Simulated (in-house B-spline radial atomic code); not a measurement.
Orbital energies and mean radii along the 48-electron series, configuration [Kr] 4d10 4f2. The effective charge is n√(-2ε), a non-relativistic measure. Computed with a B-spline radial code for spherical atoms: non-relativistic Hartree-Fock, average of the configuration, point nuclei.

This level leaves out relativity, spin-orbit splitting included, which matters for heavy ions.

```tsv
ion	Z	energy of 2p (Eh)	mean radius of 2p (bohr)	energy of 3s (Eh)	mean radius of 3s (bohr)	energy of 4f (Eh)	mean radius of 4f (bohr)	energy of 3p (Eh)	mean radius of 3p (bohr)	effective charge of 2p
Eu15+	63	-270.16	0.087125	-73.158	0.2642	-11.548	0.6498	-66.919	0.25429	46.489
Gd16+	64	-281.42	0.085651	-77.15	0.25925	-12.968	0.6209	-70.766	0.24934	47.449
Tb17+	65	-292.94	0.084224	-81.26	0.25449	-14.456	0.59501	-74.729	0.24457	48.41
Dy18+	66	-304.72	0.082845	-85.485	0.24989	-16.012	0.57162	-78.809	0.23998	49.373
Ho19+	67	-316.74	0.081509	-89.826	0.24545	-17.635	0.55034	-83.003	0.23555	50.338
Er20+	68	-329.02	0.080215	-94.283	0.24116	-19.324	0.53085	-87.312	0.23128	51.305
Tm21+	69	-341.56	0.078962	-98.854	0.23701	-21.08	0.51292	-91.736	0.22716	52.273
Yb22+	70	-354.34	0.077746	-103.54	0.233	-22.901	0.49635	-96.275	0.22318	53.242
Lu23+	71	-367.38	0.076568	-108.34	0.22913	-24.787	0.48097	-100.93	0.21933	54.213
Hf24+	72	-380.67	0.075424	-113.25	0.22537	-26.739	0.46664	-105.69	0.21561	55.185
Ta25+	73	-394.21	0.074313	-118.28	0.22174	-28.756	0.45324	-110.57	0.21202	56.158
W26+	74	-408.01	0.073235	-123.42	0.21822	-30.838	0.44069	-115.57	0.20854	57.132
Re27+	75	-422.05	0.072187	-128.68	0.2148	-32.984	0.42889	-120.67	0.20517	58.107
Os28+	76	-436.35	0.071168	-134.05	0.21149	-35.196	0.41777	-125.89	0.2019	59.083
Ir29+	77	-450.9	0.070178	-139.53	0.20828	-37.471	0.40728	-131.22	0.19874	60.06
Pt30+	78	-465.71	0.069214	-145.12	0.20516	-39.811	0.39735	-136.67	0.19567	61.038
Au31+	79	-480.76	0.068277	-150.83	0.20214	-42.214	0.38794	-142.23	0.19269	62.017
Hg32+	80	-496.06	0.067364	-156.65	0.1992	-44.682	0.379	-147.9	0.1898	62.996
Tl33+	81	-511.62	0.066475	-162.59	0.19634	-47.214	0.3705	-153.68	0.187	63.976
```

How does the screening of 2p change?

Z less the effective charge goes from 16.51 at Z = 63 to 17.02 at Z = 81.
